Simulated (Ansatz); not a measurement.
Mulliken charges of `[F][SbH][AlH2]` from PBE/def2-TZVPP in Ansatz (PBE0-D4/def2-TZVP geometry).

| atom | x (Å) | y (Å) | z (Å) | charge (e) |
| --- | --- | --- | --- | --- |
| F1 | -1.229 | -1.618 | 1.301 | -0.434 |
| Sb2 | 0.136 | -1.659 | -0.071 | 0.415 |
| Al3 | 0.594 | 0.979 | 0.019 | 0.322 |
| H4 | -0.953 | -1.252 | -1.344 | -0.094 |
| H5 | 1.479 | 1.610 | -1.142 | -0.113 |
| H6 | 0.015 | 1.875 | 1.191 | -0.096 |

**Question.** By hand: the dipole of these point charges (1 e Å = 4.8032 D).

**Answer.** Σ q r = (0.702, 0.085, -0.447) e Å, of length 0.837 e Å = 4.02 D.

**Question.** How does the dipole of the full density compare? (Best estimate.)

**Answer.** The calculation gave: (0.367, 0.059, -0.275) e Å, 2.22 D; the point charges give 1.81 times that, at 5° from its direction.

Point charges leave out the atoms' own dipoles, such as those of lone pairs, and Mulliken's split depends on the basis, so the two needn't agree.
